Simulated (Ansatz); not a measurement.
Coupled-cluster run, C$_{3}$H$_{4}$BF (`BC1(F)C=C1`).

```yaml
crystal:
  periodic: [false, false, false]
  atoms:
    - {symbol: B, position_ang: [0.314901, 0.700338, -1.247595]}
    - {symbol: C, position_ang: [0.422674, -0.147170, 0.020899]}
    - {symbol: F, position_ang: [1.679924, -0.699517, 0.273105]}
    - {symbol: C, position_ang: [-0.710339, -0.947104, 0.586639]}
    - {symbol: C, position_ang: [-0.386547, 0.096099, 1.257695]}
    - {symbol: H, position_ang: [-0.743398, 1.193492, -1.500957]}
    - {symbol: H, position_ang: [1.253733, 0.867514, -1.965122]}
    - {symbol: H, position_ang: [-1.274067, -1.852580, 0.444361]}
    - {symbol: H, position_ang: [-0.468383, 0.742628, 2.113974]}
basis:
  gaussian: {orbitals: def2-TZVPP}
correlation: {method: ccsd_t}
output: {orbitals: {seedname: orbitals}}
```

```sh
$ ansatz run in.yaml --threads 2 --pin off --events-out ev --progress --plain --max-ram 4352MiB
```

Output of Ansatz, abridged:

```
Functional definition: HF
1279 factors; integrals over basis functions are off by at most 1.2e-3 eV
mean field evaluation 1: about -6528.7070 eV, gradient 3.1e1 eV
mean field evaluation 2: about -6528.9532 eV, gradient 3.1e1 eV
mean field evaluation 4: about -6531.5761 eV, gradient 4.3e0 eV
mean field evaluation 8: about -6531.6275 eV, gradient 2.6e-1 eV
mean field -6531.62796416 eV, -240.0329003866 hartree, gradient 1.6e-6 eV, S^2 0.000000; 0 other end points of the search recorded, 0 dependent functions left out
5 core orbitals not correlated: weight in the atoms' cores, before any rotation towards them, 1.000 or more for the frozen orbitals, at most 0.000 for the correlated occupied ones
reference -6531.62796416 eV, -240.0329003866 hartree; 13, 13 occupied and 193, 193 virtual orbitals, 1279 factors
second order -22.17848262 eV of doubles, -0.00000000 eV of singles
cycle   1  -22.25566320 eV  change   -7.7e-2 eV  update   1.0e-1
cycle   2  -22.80731724 eV  change   -5.5e-1 eV  update   3.1e-2
cycle   3  -22.93334847 eV  change   -1.3e-1 eV  update   1.6e-2
cycle   4  -22.92481908 eV  change    8.5e-3 eV  update   4.2e-3
cycle   5  -22.92356144 eV  change    1.3e-3 eV  update   2.1e-3
cycle   6  -22.92506077 eV  change   -1.5e-3 eV  update   7.4e-4
cycle   7  -22.92478036 eV  change    2.8e-4 eV  update   3.6e-4
cycle   8  -22.92453595 eV  change    2.4e-4 eV  update   1.3e-4
cycle   9  -22.92456857 eV  change   -3.3e-5 eV  update   5.6e-5
cycle  10  -22.92457232 eV  change   -3.7e-6 eV  update   1.7e-5
perturbative correction -0.97436805 eV, -0.0358073653 hartree
Total energy: -6555.52690453 eV, -240.9111702457 hartree
```

It took 64 s on 2 threads of an Intel Xeon on a shared host, with 3.2 GiB of host memory at the peak.

MP2 recovers 92.8 % of the CCSD(T) correlation energy and the triples give 4.1 %; T1 = 0.0119.
